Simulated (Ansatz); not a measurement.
`[CH3][W]([CH3])(=[NH])=[NH]`, relaxed with RKS PBE0-D4/def2-TZVP in the Gaussian-basis code of Ansatz from a GFN2-xTB geometry. The force threshold is 0.005 eV/Å; the program also tests the step.

The species carries charge 0 and has multiplicity 1. W takes the def2 core potential.

Start:

```xyz
13

C    -1.728    0.175   -0.858
W    -0.033   -0.234    0.475
C     1.775    0.508   -0.533
N    -0.258    0.700    1.978
N     0.140   -2.000    0.657
H    -2.657    0.578   -0.429
H    -1.327    0.972   -1.532
H    -2.031   -0.663   -1.507
H     2.758    0.186   -0.164
H     1.804    1.613   -0.555
H     1.717    0.164   -1.589
H    -0.362    0.927    2.970
H     0.203   -2.926    1.088
```

```
step  energy (eV)  largest force (eV/Å)  largest move (Å)
   1   -7007.1939                 1.131             0.000
   2   -7007.3866                 0.986             0.194
   3   -7007.4482                 0.299             0.084
   4   -7007.4600                 0.135             0.100
   5   -7007.4690                 0.141             0.154
   6   -7007.4746                 0.268             0.113
   7   -7007.4819                 0.104             0.108
   8   -7007.4832                 0.097             0.057
   9   -7007.4844                 0.009             0.034
  10   -7007.4846                 0.046             0.043
  11   -7007.4847                 0.015             0.004
  12   -7007.4847                 0.001             0.006
  13   -7007.4847                 0.002             0.008
```

End:

```xyz
13

C    -1.735    0.218   -0.834
W    -0.018   -0.162    0.354
C     1.805    0.422   -0.564
N    -0.184    0.777    1.820
N     0.063   -1.890    0.612
H    -2.666   -0.085   -0.350
H    -1.799    1.291   -1.045
H    -1.651   -0.333   -1.778
H     2.680    0.221    0.057
H     1.778    1.498   -0.769
H     1.927   -0.124   -1.505
H    -0.268    0.888    2.819
H     0.067   -2.721    1.183
```

Run time 61 s (4 threads of an Arm Neoverse V2 on a shared host); peak host memory 0.61 GiB.
